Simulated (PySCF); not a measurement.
NICS in rings of unrelated molecules.

NICS = −σ at a ghost point: NICS(0) at the centroid of the ring atoms, NICS(1) 1 Å to either side along the normal of their mean plane, zz for the tensor component along that normal. Level: GIAO PBE0/pcSseg-1 (PySCF, non-relativistic, gas phase) on the GFN2-xTB geometries, one conformer each. Atom numbers follow the mapped SMILES.

Question: Order these rings by mean NICS(1)zz, lowest (most negative) first (ppm).
A. ring C2–C3–C4–C6–N10–N11 in `[CH3:1][c:2]1[cH:3][c:4]([F:5])[c:6]([CH:7]2[CH2:8][CH2:9]2)[n:10][n:11]1`
B. ring C3–O4–C5–O6–C7–O9 in `[CH2:1]=[CH:2][C@@H:3]1[O:4][CH2:5][O:6][C@@H:7]([F:8])[O:9]1`
C. ring C4–C5–C6–Si8–C9 in `[CH3:1][C:2]#[C:3][C:4]1=[CH:5][C@@H:6]([CH3:7])[SiH2:8][CH2:9]1`
D. ring C3–P4–C5–P6–C7–P11 in `[CH3:1][O:2][c:3]1[p:4][cH:5][p:6][c:7]([C:8]([CH3:9])=[O:10])[p:11]1`
E. ring C3–C4–C5–C6–N7–C9 in `[CH3:1][NH:2][c:3]1[cH:4][cH:5][cH:6][n+:7]([O-:8])[cH:9]1`
F. ring C3–N4–N5–C6–C8–C10 in `[CH2:1]=[CH:2][c:3]1[n:4][n:5][c:6]([CH3:7])[c:8]([F:9])[c:10]1[CH3:11]`
G. ring P4–O6–C7–C8–O9 in `[CH3:1][CH2:2][O:3][P:4]1(=[O:5])[O:6][CH2:7][CH2:8][O:9]1`

Answer: A (-24.8), F (-23.3), D (-21.7), E (-17.7), G (-4.7), C (-0.9), B (3.5).

```
                   SMILES                                                      ring  NICS(0)  NICS(1)  NICS(1)zz  HOMA  rms pucker (Å)  ring atoms with four or more neighbours
      Cc1cc(F)c(C2CC2)nn1       6-membered ring with 2 N; formal bonds all aromatic     -6.9    -11.1      -24.8  0.96            0.00                                        0
       C=Cc1nnc(C)c(F)c1C       6-membered ring with 2 N; formal bonds all aromatic     -6.0    -10.6      -23.3  0.95            0.00                                        0
       COc1pcpc(C(C)=O)p1       6-membered ring with 3 P; formal bonds all aromatic     -6.8     -9.5      -21.7  0.74            0.00                                        0
      CNc1ccc[n+]([O-])c1         6-membered ring with N; formal bonds all aromatic     -6.2     -7.5      -17.7  0.97            0.00                                        0
           CCOP1(=O)OCCO1   5-membered ring with 2 O and P; formal bonds all single     -8.4     -2.9       -4.7     –            0.13                                        3
CC#CC1=C[C@@H](C)[SiH2]C1  5-membered ring with Si; formal bonds 1 double, 4 single     -2.6     -3.0       -0.9     –            0.01                                        3
 C=C[C@@H]1OCO[C@@H](F)O1         6-membered ring with 3 O; formal bonds all single     -1.7     -0.5        3.5     –            0.20                                        3
```

NICS(0) gives another order. The isotropic NICS(1) gives another order. Over the 4 rings with a HOMA value its correlation coefficient with NICS(1)zz is 0.03. HOMA uses Krygowski's 1993 parameters; it is left out where a ring has a four-coordinate atom, a triple bond, no multiple bond or a kind of bond without parameters. NICS(1) and NICS(1)zz are means over the two faces.
